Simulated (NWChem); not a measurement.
Molecule: CaHSF; SMILES [Ca]([F])[SH]

```xyz
4

Ca     0.2672     0.5908     0.0000
F     -0.3571     2.4444     0.0000
S     -0.2027    -1.9704     0.0000
H      1.1135    -2.2900     0.0000
```
Atoms are numbered in this order, from 1.

Results from NWChem. The geometry was optimised at PBE0/def2-SVP. Ions are spin-unrestricted doublets at the neutral geometry; other ion states weren't tried. Functional: LC-ωPBE (HJS hole) with def2-SVP; the question gives the range parameter ω in 1/bohr.

Predict the results for range parameter (1/bohr) 0.80. Quantities: vertical ionisation energy, ΔSCF (eV); −ε(HOMO) (eV).


```
Item                                   Result
-------------------------------------  ------
vertical ionisation energy, ΔSCF (eV)    8.81
−ε(HOMO) (eV)                            9.75
```
